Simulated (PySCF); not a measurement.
# Molybdenum: a sound run and one with changed settings

Sound run: Mo²⁺ [Kr] 4d4, Mo³⁺ [Kr] 4d3. Computed with PySCF 2.14 in def2-TZVP with the def2 core potential (28 electrons) (6s4p3d1f, 40 functions), with scalar relativity through the core potential. The sound run starts from symmetry-adapted Hartree-Fock orbitals and uses a fine grid where one is needed.

Changed run: basis STO-3G, all-electron and non-relativistic. This setting is unsound on purpose.

```tsv
species	method	sound run (hartree)	changed run (hartree)	converged
Mo²⁺	UHF	-66.77970	-3935.34338	yes
Mo²⁺	M06-L	-67.26823	-3936.95919	yes
Mo²⁺	PBE	-67.24416	-3936.38107	yes
Mo³⁺	UHF	-65.82035	-3934.41273	yes
Mo³⁺	M06-L	-66.28348	-3935.99739	yes
Mo³⁺	PBE	-66.24054	-3935.41333	yes
```

Ionisation energy of Mo²⁺:

```csv
method,sound run (eV),changed run (eV)
UHF,26.105,25.324
M06-L,26.797,26.172
PBE,27.310,26.334
```

A minimal basis cannot let orbitals breathe on ionisation and holds almost no correlation. The Hamiltonian changed with the basis, so the totals do not compare.

For comparison, NIST gives 27.13 ± 0.12 eV between the lowest levels.
